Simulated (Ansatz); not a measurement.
`C[Se][AsH2]` + PH₃ → `C[Se]P` + `[AsH3]` at 400 K and 1 bar (ligand exchange at the Se–As bond).

Isolated molecules relaxed with PBE0-D4/def2-TZVP in Ansatz; ΔE leaves out vibrations. CCSD(T)/CBS is the MP2 limit (def2-TZVPP, def2-QZVPP) plus CCSD(T) − MP2 in def2-TZVPP, frozen cores. This one scheme is used for every species. For As, Se outer-core shells are correlated without core-valence functions, which leaves a few kJ/mol of doubt a bond. Scalar relativity is left out up to krypton. One conformer a species, not always the lowest.

```json
{"species": "`C[Se][AsH2]`", "CCSD(T)/CBS energy (Eh)": "-4676.77761", "H − E (kJ/mol)": "168.0", "S (J/(mol·K))": "364.9"}
{"species": "PH₃", "CCSD(T)/CBS energy (Eh)": "-342.72256", "H − E (kJ/mol)": "77.1", "S (J/(mol·K))": "221.7"}
{"species": "`C[Se]P`", "CCSD(T)/CBS energy (Eh)": "-2782.70431", "H − E (kJ/mol)": "172.0", "S (J/(mol·K))": "349.5"}
{"species": "`[AsH3]`", "CCSD(T)/CBS energy (Eh)": "-2236.79077", "H − E (kJ/mol)": "72.0", "S (J/(mol·K))": "234.9"}
```

H − E and S are ideal-gas, rigid-rotor, harmonic terms from PBE0-D4/def2-TZVP, for one conformer and one mirror image of each species. 1 Eh = 2625.50 kJ/mol, R = 8.31446 J/(mol·K).

Question: By hand: ΔE, ΔH, ΔS and ΔG.

Answer: ΔE = (-2782.70431) + (-2236.79077) − (-4676.77761) − (-342.72256) = 0.00509 Eh = 13.4 kJ/mol. Δ(H − E) = 172.0 + 72.0 − 168.0 − 77.1 = -1.1, so ΔH = 12.3 kJ/mol. ΔS = 349.5 + 234.9 − 364.9 − 221.7 = -2.2 J/(mol·K). ΔG = 12.3 − 400 × (-2.2)/1000 = 13.2 kJ/mol.

Question: By hand: the equilibrium constant, and the temperature at which ΔG would vanish if ΔH and ΔS stayed fixed.

Answer: log₁₀ K = −ΔG/(RT ln 10) = -1.7. ΔH and −TΔS have one sign here, so there is no such temperature. One of them is within its doubt of zero, so this could turn.

The number of gas molecules stays the same, so ΔS is small and ΔH decides. A doubt of 5 kJ/mol in ΔE shifts log₁₀ K by 0.7 here. Other conformers and mirror images would add mixing entropy, several J/(mol·K) or more a flexible species. These are equilibria of isolated gas molecules and say nothing of rates. Largest T1 diagnostic: 0.013 (customary marks: 0.02 for closed shells, 0.045 for open ones).
